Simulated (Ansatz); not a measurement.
`[I][SnH]([I])[I]` and `IC(I)I` differ in one element.

Ansatz, PBE0-D4/def2-TZVP geometries, multiplicity 1. 

Elements past krypton have def2 core potentials.  Spin–orbit coupling is left out; it splits and shifts lone-pair levels of the heavy atoms by tenths of an eV.

| property | `[I][SnH]([I])[I]` |
| --- | --- |
| zero-point energy (PBE0-D4/def2-TZVP) / kJ/mol | 22.9 |
| size of the dipole moment (B3LYP/def2-TZVPP) / D | 0.94 |
| size of the dipole moment (ωB97M-V/def2-TZVPP) / D | 1.01 |
| LUMO energy (ωB97M-V/def2-TZVPP) / eV | -1.16 |
| LUMO energy (PBE0/def2-TZVPP) / eV | -2.94 |
| LUMO energy (PBE/def2-TZVPP) / eV | -3.67 |

Task: What does the change do to each property? (An estimate is asked.)

Result: Ansatz gave: 
```
                                          property  `IC(I)I`  shift
    zero-point energy (PBE0-D4/def2-TZVP) / kJ/mol      44.3   21.4
  size of the dipole moment (B3LYP/def2-TZVPP) / D      0.58  -0.36
size of the dipole moment (ωB97M-V/def2-TZVPP) / D      0.58  -0.43
             LUMO energy (ωB97M-V/def2-TZVPP) / eV     -0.71   0.45
                LUMO energy (PBE0/def2-TZVPP) / eV     -2.68   0.26
                 LUMO energy (PBE/def2-TZVPP) / eV     -3.49   0.18
```

With PBE0 the HOMO rises by 0.54 eV and the LUMO rises by 0.26 eV, so the gap narrows by about 0.28 eV. PBE moves the HOMO by 0.53 eV and ωB97M-V by 0.56 eV. Dipoles are sizes alone; their direction can turn.

B3LYP here is the variant with VWN-RPA as its local correlation; programs differ in this.
